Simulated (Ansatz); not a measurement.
This geometry of C2H5Br (8 atoms, charge 0, multiplicity 1) is a first-order saddle point.

All numbers below come from RKS PBE/def2-SVP in Ansatz.

```xyz
8
Properties=species:S:1:pos:R:3
C -0.396 0.603 -0.389
C 0.284 -0.647 0.183
Br 1.384 -0.277 1.781
H -1.499 0.496 -0.384
H -0.075 0.791 -1.432
H -0.151 1.508 0.199
H 0.983 -1.118 -0.531
H -0.439 -1.413 0.517
```

(1) Which two structures does it join? (They come from a converged band through this point; their orientation in space is the band's.)

(2) How far does it lie above each of them?

## Answers

(1) No bond is made or broken. The dihedral H6–C1–C2–Br3 goes from -61 to 61°. The two ends are copies of one structure, up to a mirror image or an exchange of like atoms.

Initial state:

```xyz
8
Properties=species:S:1:pos:R:3
C -0.432 0.595 -0.331
C 0.248 -0.640 0.225
Br 2.021 -0.233 0.987
H -1.424 0.315 -0.748
H 0.163 1.056 -1.144
H -0.593 1.359 0.455
H 0.434 -1.407 -0.550
H -0.324 -1.103 1.051
```

Final state:

```xyz
8
Properties=species:S:1:pos:R:3
C -0.350 0.609 -0.400
C 0.324 -0.627 0.162
Br 0.688 -0.462 2.094
H -1.325 0.799 0.091
H -0.534 0.468 -1.487
H 0.283 1.510 -0.273
H 1.308 -0.822 -0.304
H -0.302 -1.533 0.060
```

(2) 15.5 kJ/mol above the first and 15.5 kJ/mol above the second. This is the barrier of this one path; another mechanism may lie lower.

Time of the run: 55 s on 1 thread of Arm Neoverse V1, with other jobs on the host, peak memory 0.12 GiB.
